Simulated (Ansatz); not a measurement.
CH6BrNOSi can be A, `C[Si](N)(O)Br`, or B, `CO[SiH](N)Br`.

Program: Ansatz. Geometries: PBE0-D4/def2-TZVP. ΔE: electronic, gas phase. CCSD(T)/CBS adds triple-zeta CCSD(T) − MP2 to the extrapolated MP2 energy (def2 sets, frozen cores). DFT in def2-TZVPP. B3LYP here is the variant with VWN-RPA as its local correlation; programs differ in this. For Br outer-core shells are correlated without core-valence functions, which leaves a few kJ/mol of doubt a bond. Scalar relativity is left out up to krypton. One conformer a species, not always the lowest.

Problem. Which is lower in electronic energy at CCSD(T)/CBS, and by how much? (An estimate is asked.)

Solution. Ansatz gave: A, by 111.6 kJ/mol.

Problem. Give E(B) − E(A) in kJ/mol with MP2/def2-TZVPP, HF/def2-TZVPP, B3LYP, CCSD/def2-TZVPP, B3LYP-D4, PBE-D4, B2PLYP. (An estimate is asked.)

Solution. Computed: MP2/def2-TZVPP 114.7, HF/def2-TZVPP 95.4, B3LYP 102.6, CCSD/def2-TZVPP 107.3, B3LYP-D4 105.0, PBE-D4 110.1, B2PLYP 106.3. None reverses the order clearly.

Largest T1 diagnostic: 0.009.

In def2-TZVPP, CCSD(T) changes the Hartree–Fock value by +12.9 kJ/mol (the triples alone add +1.1 kJ/mol) and MP2 by +19.3 kJ/mol.
